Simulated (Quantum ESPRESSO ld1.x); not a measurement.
The numbers below are computed, except where a source is named.
Task: Coherent X-ray form factor from a spherical all-electron density. Level of theory: non-relativistic Kohn-Sham, LDA (Slater exchange, Perdew-Zunger correlation), spin-polarised, spherical densities, point nucleus (ld1.x of Quantum ESPRESSO 7.5).

sin(theta)/lambda (1/angstrom),f0 (electrons)
0.05,13.925
0.1,13.707
0.15,13.358
0.2,12.903
0.25,12.367
0.3,11.780
0.4,10.560
0.5,9.418
0.6,8.443
0.8,6.998
1,5.957
1.25,4.846
1.5,3.862
2,2.445

The species is in the configuration that NIST lists as its ground one. Which atom or ion scatters so?

Result: The vanadium ion V9+, [Ne] 3s2 3p2. Extrapolating in s^2 from the first two rows gives f0(0) = 14.0, near the electron count 14; among species with that count, the fall with angle is slower the higher Z, and the table is that of Z = 23; from so few rows the species is fixed only to a neighbour or two.
